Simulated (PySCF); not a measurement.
Working out the excitation energy of Sr⁺

Sr⁺ [Kr] 5s1 (2S) → Sr⁺ [Kr] 5p1 (2P). All numbers are calculated (PySCF 2.14, scalar relativity through the core potential, in def2-TZVPPD with the def2 core potential (28 electrons) (6s4p3d1f, 40 functions)). Frozen: nothing. Energies in hartree (1 hartree = 27.21139 eV):

```csv
part,Sr⁺ (lower),Sr⁺ (upper)
UHF,-30.172767,-30.071013
MP2 opposite-spin,-0.130131,-0.125614
MP2 same-spin,-0.049102,-0.044929
```

Task: What does Hartree-Fock give?

Result: (-30.071013) − (-30.172767) = 0.101754 hartree = 2.769 eV.

Task: What do MP2 and SCS-MP2 (6/5 opposite-spin, 1/3 same-spin) give?

Result: The opposite-spin parts differ by 0.123 eV and the same-spin parts by 0.114 eV. MP2: 2.769 + (0.123) + (0.114) = 3.006 eV. SCS-MP2: 2.769 + 1.2 × (0.123) + (0.114)/3 = 2.955 eV.

Measured between the centres of the two terms (NIST): 3.007 eV, so MP2 (valence and next inner shell) is off by -0.001 eV.

What remains against the reference includes basis incompleteness and correlation beyond second order.
